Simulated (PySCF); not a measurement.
Si(Me)(vinyl)(OH)2 (C3H8O2Si), SMILES O[Si](C)(O)C=C.

The structure is a stationary point at PBE0-D3(BJ)/def2-SVP. The values are those of a single conformer.

Method: TDA-LC-ωPBE/def2-SVPD (PySCF 2.14.0).

Vertical excitations. The molecule is in vacuum.

Q: List the lowest excited states. (The exact figures need the calculation; the answer reports its results.)

A: 
| state | energy (eV) | λ (nm) | f | main pairs |
|---|---|---|---|---|
| S1 | 6.63 | 187 | 0.007 | HOMO−1→LUMO 56 %, HOMO−1→LUMO+1 15 % |
| S2 | 7.81 | 159 | 0.573 | HOMO→LUMO 63 %, HOMO→LUMO+1 14 %, HOMO−1→LUMO 13 % |
| S3 | 8.07 | 154 | 0.070 | HOMO→LUMO+1 40 %, HOMO−1→LUMO+1 12 %, HOMO→LUMO 11 % |
| S4 | 8.19 | 151 | 0.029 | HOMO−1→LUMO+1 36 %, HOMO→LUMO+1 17 %, HOMO−1→LUMO 10 %, HOMO→LUMO+3 7 % |
| S5 | 8.48 | 146 | 0.006 | HOMO−3→LUMO 18 %, HOMO−2→LUMO+1 13 %, HOMO−5→LUMO 13 %, HOMO−6→LUMO 6 % |
| S6 | 8.63 | 144 | 0.054 | HOMO−2→LUMO 38 %, HOMO−1→LUMO+2 11 %, HOMO−1→LUMO+1 7 %, HOMO−3→LUMO 6 % |
| S7 | 9.00 | 138 | 0.008 | HOMO−2→LUMO+1 27 %, HOMO−3→LUMO 18 %, HOMO−1→LUMO+1 7 %, HOMO−2→LUMO+2 6 % |
| S8 | 9.10 | 136 | 0.029 | HOMO−2→LUMO 20 %, HOMO→LUMO+4 17 %, HOMO−3→LUMO+1 7 % |
| S9 | 9.18 | 135 | 0.009 | HOMO→LUMO+4 24 %, HOMO−4→LUMO 10 %, HOMO→LUMO+2 9 %, HOMO−9→LUMO 8 % |
| S10 | 9.19 | 135 | 0.052 | HOMO−1→LUMO+4 13 %, HOMO−4→LUMO+1 11 %, HOMO−1→LUMO+2 10 %, HOMO→LUMO+1 8 % |
| T1 | 4.07 | 305 | 0 | HOMO→LUMO 58 %, HOMO→LUMO+1 19 % |
| T2 | 5.94 | 209 | 0 | HOMO−1→LUMO 55 %, HOMO−1→LUMO+1 16 % |
| T3 | 7.72 | 161 | 0 | HOMO−1→LUMO+1 25 %, HOMO→LUMO+1 18 %, HOMO−1→LUMO 7 %, HOMO−2→LUMO+1 6 % |
| T4 | 7.91 | 157 | 0 | HOMO−3→LUMO 14 %, HOMO→LUMO+1 11 %, HOMO−5→LUMO 11 %, HOMO−1→LUMO 11 % |
Triplets are in the Tamm–Dancoff approximation.
